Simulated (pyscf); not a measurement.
This saddle point was located with ωB97X-D3(BJ)/def2-SVP in PySCF.

```
Si
F 1 1.6327
H 1 1.4957 2 107.37
H 1 1.6739 3 88.84 2 -102.98
Si 4 1.7874 1 84.21 3 -144.65
H 5 1.5003 4 89.59 1 108.69
H 5 1.5068 6 108.31 4 -83.85
```
Charge 0, spin multiplicity 2.

Surface: doublet, charge 0. Lowest wavenumbers (cm⁻¹): 440i, 161, 223, 418, 510.

Problem. Which two sides does it connect, and which bonds change?

Solution. F–SiH•–SiH₃ ⇌ F–SiH₂–SiH₂•, a hydrogen shift read from left to right: H–Si broken and H–Si formed. At CCSD(T)/def2-TZVPP + ΔMP2(QZVPP) it lies +135.1 kJ/mol from the left side and +145.5 kJ/mol from the right (each side as separated species at their lowest minima found). One saddle was located; it need not be the lowest between these sides. The CCSD(T) − MP2 part came from Ansatz, without density fitting, on the same reference. A UHF reference is spin-contaminated (<S²> up to 0.87), which harms MP2 most.
